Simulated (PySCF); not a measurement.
4-ethylaniline, C8H11N.
Numbering: `[CH3:1][CH2:2][c:3]1[cH:4][cH:5][c:6]([NH2:7])[cH:8][cH:9]1` (hydrogens: H10, H11, H12 on C1; H13, H14 on C2; H15 on C4; H16 on C5; H17, H18 on N7; H19 on C8; H20 on C9)

Method: PBE0-D3(BJ)/def2-SVP geometry optimisation, gas phase (PySCF 2.14.0); density fitting, grid level 2; the optimiser is geomeTRIC in internal coordinates, started from a GFN2-xTB structure.

Step 0: E = -9947.2415 eV
```
atom  x, y, z in Å  |  force x, y, z in eV/Å
C1      2.8652   -0.6518   -0.2818   -0.128   0.612   0.053
C2      2.1031    0.6662   -0.1288   -0.156  -0.710  -0.032
C3      0.6252    0.4155   -0.0220    0.567   0.321  -0.032
C4      0.0259    0.1855    1.2099   -0.072   0.020  -0.091
C5     -1.3250   -0.0810    1.3085   -0.025   0.011   0.020
C6     -2.1223   -0.1293    0.1659   -0.564  -0.254   0.028
N7     -3.4614   -0.4676    0.2515    0.215  -0.053  -0.018
C8     -1.5242    0.1005   -1.0722   -0.027   0.006  -0.010
C9     -0.1723    0.3651   -1.1580   -0.057   0.010   0.097
H10     3.9350   -0.4693   -0.3598    0.483  -0.020  -0.042
H11     2.5354   -1.1770   -1.1756   -0.103  -0.264  -0.340
H12     2.6835   -1.2944    0.5769   -0.048  -0.312   0.316
H13     2.4568    1.1836    0.7658    0.113   0.246   0.208
H14     2.3098    1.3018   -0.9929    0.074   0.272  -0.183
H15     0.6252    0.2224    2.1091    0.261   0.025   0.393
H16    -1.7762   -0.2530    2.2759   -0.175  -0.085   0.416
H17    -3.8951   -0.3249    1.1495   -0.146   0.048   0.108
H18    -4.0345   -0.1944   -0.5307   -0.166   0.061  -0.077
H19    -2.1308    0.0695   -1.9668   -0.240  -0.023  -0.387
H20     0.2717    0.5435   -2.1274    0.193   0.089  -0.430
```

Problem. Estimate the geometry and energy of step 1. (The exact step hangs on the optimiser's Hessian estimate; all steps are aligned on step 0, rigid shifts and turns removed.)

Solution. E = -9947.2958 eV, largest force 0.145 eV/Å
```
atom  x, y, z in Å  |  force x, y, z in eV/Å
C1      2.9113   -0.6444   -0.2842    0.005  -0.102  -0.008
C2      2.1148    0.6462   -0.1306    0.044   0.138   0.004
C3      0.6325    0.4155   -0.0241   -0.061  -0.039   0.006
C4      0.0152    0.1836    1.2094    0.079   0.017   0.073
C5     -1.3437   -0.0869    1.3119   -0.056  -0.037   0.069
C6     -2.1547   -0.1430    0.1672    0.019   0.045   0.004
N7     -3.4971   -0.4600    0.2558   -0.055  -0.005   0.003
C8     -1.5438    0.0947   -1.0742   -0.071  -0.027  -0.066
C9     -0.1834    0.3640   -1.1589    0.068   0.028  -0.081
H10     3.9933   -0.4500   -0.3619   -0.026   0.010   0.003
H11     2.5978   -1.1933   -1.1871    0.017   0.011   0.029
H12     2.7461   -1.3120    0.5772    0.012   0.014  -0.030
H13     2.4653    1.1888    0.7653   -0.015  -0.018  -0.050
H14     2.3198    1.3080   -0.9907   -0.005  -0.024   0.049
H15     0.6174    0.2226    2.1240   -0.027  -0.007  -0.032
H16    -1.7913   -0.2627    2.2953    0.018   0.010  -0.026
H17    -3.9365   -0.2994    1.1532    0.025  -0.003  -0.018
H18    -4.0774   -0.1712   -0.5214    0.028  -0.005   0.013
H19    -2.1503    0.0627   -1.9850    0.022   0.007   0.024
H20     0.2595    0.5474   -2.1441   -0.022  -0.012   0.034
```

The energy changes by -0.0542 eV. The first-order estimate −F·Δx gives -0.1153 eV and the mean of the old and new forces, exact on a quadratic surface, -0.0545 eV. The step makes an angle of 68° with the force vector and moves no atom by more than 0.066 Å.

What follows is the cost of the whole optimisation. On Arm Neoverse V2, one thread, shared host, this took 64 s and 0.83 GiB of memory at its peak.
